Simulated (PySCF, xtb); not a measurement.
CdFGeH3, SMILES [GeH3][Cd][F].

GFN2-xTB in xtb at its own geometry gives an orbital gap of 3.86 eV and a dipole moment of 5.00 D.

Geometry: B3LYP-D3(BJ)/def2-SVP. The structure was generated by enumeration; whether it is a known compound was not checked. The def2 effective core potentials stand for the cores of Cd; spin–orbit coupling is left out.

Question: What does PySCF with PBE/def2-TZVPD give? (An estimate is asked for; the answer gives what the named calculation found.)

Answer: gap 5.10 eV (levels -7.26 and -2.16 eV), dipole 3.08 D.
